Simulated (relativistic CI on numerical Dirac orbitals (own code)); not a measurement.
Energy levels of Ru I

Calculated at this level of theory: Dirac-Coulomb-Breit CI, KLI orbitals optimised for each configuration, a model potential for QED, valence Slater integrals scaled by 0.85, P86 correlation energy added to each configuration (own radial code, finite nucleus).

Configurations in the expansion (outside the closed core [Kr]): 4d7 5s, 4d6 5s2, 4d7 5p, 4d8, 4d7 5d, 4d7 6s, 4d6 5s 5p, 4d7 6p, 4d7 7s, 4d7 4f, 4d7 7p, 4d7 6d, 4d7 8s, 4d7 5g, 4d7 5f, 4d7 8p, 4d7 7d, 4d7 8d, 4d6 5s 7s, 4d6 5s 4f, 4d6 5s 7p, 4d6 5s 6d, 4d5 5s2 5p, 4d6 5s 8s, 4d6 5s 5g, 4d6 5s 5f, 4d6 5s 8p, 4d6 5s 7d, 4d6 5s 6s, 4d6 5p2, 4d5 5p3. Double excitations out of closed p, d and f shells are left out; levels of such configurations are missing from the list, as are those of other unlisted configurations, and high levels can miss mixing partners.

```csv
No.,Configuration,Term,J,E (cm⁻¹),%,Landé g,Lifetime (s),jj configuration (%)
1,4d7 5s,5F,5,0.0,98,1.398,,4d5/2^3 5s (57)
2,4d7 5s,5F,4,1116.3,98,1.348,1.84e+01,4d3/2^3 4d5/2^4 5s (73)
3,4d7 5s,5F,3,1963.8,98,1.249,2.30e+01,4d3/2^3 4d5/2^4 5s (47)
4,4d7 5s,5F,2,2557.2,98,1.001,4.98e+01,4d3/2^2 4d5/2^5 5s (54)
5,4d7 5s,5F,1,2934.1,98,0.005,1.75e+02,4d3/2^2 4d5/2^5 5s (34)
6,4d7 5s,3F,4,7195.4,52,1.341,1.38e+01,4d5/2^3 5s (28)
7,4d6 5s2,5D,4,7961.2,57,1.397,,4d3/2^3 4d5/2^3 (26)
8,4d6 5s2,5D,3,8561.3,66,1.375,,4d3/2^3 4d5/2^3 (45)
9,4d6 5s2,5D,2,8908.9,53,1.469,,4d3/2^2 4d5/2^4 (26)
10,4d7 5s,3F,3,9086.2,64,1.205,,4d3/2^3 4d5/2^4 5s (40)
11,4d6 5s2,5D,1,9513.8,82,1.515,,4d3/2^3 4d5/2^3 (48)
12,4d6 5s2,5D,0,9742.2,86,,,4d3/2^2 4d5/2^4 (63)
13,4d7 5s,3F,2,9773.1,60,0.948,1.97e+01,4d3/2^2 4d5/2^5 5s (29)
14,4d7 5s,5P,2,9962.2,32,1.401,,4d3/2^3 4d5/2^4 5s (41)
15,4d7 5s,5P,3,10448.0,97,1.662,1.28e+01,4d3/2^3 4d5/2^4 5s (60)
16,4d7 5s,5P,1,10920.4,66,2.163,1.45e+01,4d3/2^3 4d5/2^4 5s (63)
17,4d8,3F,4,11334.0,87,1.251,,4d5/2^4 (74)
18,4d7 5s,5P,2,11920.4,53,1.653,,4d3/2^2 4d5/2^5 5s (42)
19,4d7 5s,3G,5,12403.3,89,1.193,1.16e+00,4d5/2^3 5s (37)
20,4d8,3F,3,12683.5,85,1.078,,4d3/2^3 4d5/2^5 (85)
21,4d7 5s,3P,0,12836.0,62,,,4d3/2^3 4d5/2^4 5s (34)
22,4d7 5s,3P,1,12910.9,39,1.789,,4d3/2^2 4d5/2^5 5s (61)
23,4d7 5s,3G,4,13033.1,82,1.039,,4d3/2^3 4d5/2^4 5s (48)
24,4d8,3F,2,13359.6,75,0.726,,4d3/2^3 4d5/2^5 (33)
25,4d7 5s,3G,3,13797.3,91,0.762,,4d3/2^2 4d5/2^5 5s (49)
26,4d7 5s,1G,4,15213.5,63,0.982,,4d3/2^3 4d5/2^4 5s (48)
27,4d7 5s,3P,2,15290.9,27,1.146,,4d3/2^3 4d5/2^4 5s (26)
28,4d7 5s,3H,6,15896.3,91,1.167,,4d3/2^3 4d5/2^4 5s (91)
29,4d7 5s,3P,1,15927.6,68,1.424,,4d5/2^3 5s (39)
30,4d7 5s,3H,5,16526.8,85,1.039,,4d3/2^3 4d5/2^4 5s (60)
31,4d7 5s,3P,2,16527.9,46,1.317,,4d3/2^3 4d5/2^4 5s (38)
32,4d7 5s,3P,0,16662.9,78,,,4d3/2^3 4d5/2^4 5s (46)
33,4d7 5s,3D,3,17010.5,92,1.334,,4d3/2^3 4d5/2^4 5s (43)
34,4d7 5s,3H,4,17369.3,71,0.841,,4d3/2^2 4d5/2^5 5s (73)
35,4d7 5s,3D,1,17800.5,74,0.642,,4d3/2^3 4d5/2^4 5s (30)
36,4d7 5s,3D,2,17981.9,76,1.174,,4d3/2 4d5/2^6 5s (40)
37,4d6 5s 5p,7D°,5,20457.5,95,1.595,,4d3/2^3 4d5/2^3 5s 5p3/2 (33)
38,4d6 5s 5p,7D°,4,20754.5,88,1.645,,4d3/2^3 4d5/2^3 5s 5p1/2 (27)
39,4d7 5s,1H,5,20938.3,93,1.004,,4d3/2^3 4d5/2^4 5s (60)
40,4d6 5s 5p,7D°,3,21263.4,92,1.745,,4d3/2^3 4d5/2^3 5s 5p1/2 (31)
41,4d6 5s 5p,7D°,2,21681.8,95,1.992,,4d3/2^2 4d5/2^4 5s 5p1/2 (30)
42,4d7 5s,1P,1,21742.9,78,0.967,,4d3/2^2 4d5/2^5 5s (38)
43,4d6 5s 5p,7D°,1,21979.3,97,2.984,,4d3/2^2 4d5/2^4 5s 5p3/2 (19)
44,4d6 5s2,3H,6,22251.4,86,1.163,,4d3/2^3 4d5/2^3 (66)
45,4d6 5s2,3H,4,22368.4,39,0.992,,4d5/2^2 (40)
46,4d7 5p,5D°,4,22703.0,65,1.485,1.74e-08,4d5/2^3 5p1/2 (38)
47,4d6 5s2,3H,5,22710.8,77,1.048,,4d3/2^3 4d5/2^3 (55)
48,4d7 5p,5F°,5,23259.7,84,1.397,1.30e-08,4d5/2^3 5p3/2 (32)
49,4d6 5s2,3F,3,23505.9,54,1.069,,4d3/2^3 4d5/2^3 (33)
50,4d6 5s2,3H,4,23555.7,36,1.062,,4d3/2^2 4d5/2^4 (57)
51,4d6 5s2,3F,2,23562.5,47,0.706,,4d3/2^2 4d5/2^4 (21)
52,4d7 5p,5D°,3,23822.7,60,1.448,1.69e-08,4d3/2^3 4d5/2^4 5p1/2 (38)
53,4d6 5s 5p,7F°,6,23930.6,95,1.493,2.79e-07,4d3/2^3 4d5/2^3 5s 5p3/2 (46)
54,4d8,3P,2,24285.8,33,1.235,,4d5/2^4 (47)
55,4d7 5p,5F°,4,24303.7,66,1.397,1.49e-08,4d3/2^3 4d5/2^4 5p3/2 (40)
56,4d6 5s 5p,7F°,5,24444.9,92,1.494,2.86e-07,4d3/2^3 4d5/2^3 5s 5p3/2 (43)
57,4d6 5s 5p,7F°,4,24654.9,63,1.575,3.88e-07,4d3/2^3 4d5/2^3 5s 5p1/2 (22)
58,4d7 5p,5D°,2,24690.6,54,1.384,1.79e-08,4d3/2^3 4d5/2^4 5p3/2 (28)
59,4d6 5s 5p,7F°,3,24925.9,89,1.502,3.29e-07,4d3/2^2 4d5/2^4 5s 5p1/2 (26)
60,4d6 5s 5p,7P°,4,24943.5,50,1.626,1.10e-07,4d3/2^2 4d5/2^4 5s 5p3/2 (34)
61,4d6 5s 5p,7F°,2,25070.6,88,1.504,2.27e-07,4d3/2^2 4d5/2^4 5s 5p1/2 (20)
62,4d6 5s 5p,7F°,1,25086.8,87,1.469,1.72e-07,4d3/2^2 4d5/2^4 5s 5p1/2 (30)
63,4d6 5s 5p,7F°,0,25132.6,96,,,4d3/2^2 4d5/2^4 5s 5p1/2 (42)
64,4d7 5p,5F°,3,25147.1,64,1.309,1.44e-08,4d3/2^2 4d5/2^5 5p3/2 (29)
65,4d7 5p,5D°,1,25341.3,55,1.230,1.89e-08,4d3/2^2 4d5/2^5 5p3/2 (30)
66,4d7 5p,5G°,6,25369.6,90,1.338,9.19e-09,4d5/2^3 5p3/2 (55)
67,4d7 5p,5F°,2,25647.7,64,1.113,1.40e-08,4d3/2^2 4d5/2^5 5p3/2 (31)
68,4d7 5p,5D°,0,25670.9,74,,1.88e-08,4d3/2^2 4d5/2^5 5p3/2 (29)
69,4d7 5p,5G°,5,25690.6,45,1.240,1.24e-08,4d5/2^3 5p1/2 (34)
70,4d8,1G,4,25855.2,63,1.004,,4d3/2^3 4d5/2^5 (51)
```

Energies count from the lowest computed level; ° marks odd parity; lifetimes are radiative, by E1, M1, E2 decay to levels of this space only; some are left blank where a channel outside the calculation adds to the decay or the decay crosses a small, uncertain gap. Filled j subshells are mostly left out of the jj labels.

The mean weight of the leading LS term, summed over parents, in these 70 levels is 73 %, and that of the leading jj configuration (from the same eigenvectors) 43 %, so LS coupling describes them better.

For a near-neutral ion this model can misplace configurations by up to about 10,000 cm⁻¹ (more where the count of f electrons changes) and terms by 10 to 25 % of their spread. Rates follow the energies as ν³ (E1, M1) or ν⁵ (E2), so they and the lifetimes can be off by large factors. The fine structure of a lone outer electron comes out too small, for d and f at times inverted, and misplaced configurations move strength between like terms. 29 of the 36 excited levels that our extract of the measured tables holds in this range could be paired (the sources list more); they are missed by 2282 cm⁻¹ on average and 4706 at most, and levels without a partner can miss by more. Some levels of the ground configuration have no partner and can miss by 10 % or more.

Landé's interval rule says that E(J) − E(J−1) = AJ with one A. For the ground term the intervals give A = -188.5, -197.8, -211.9, -223.3 cm⁻¹ for J = 2, 3, 4, 5; the multiplet is inverted.

LS names give the leading component of a level, which can be under half, so a name can repeat, a term be missing and a line seem to break the LS rules.
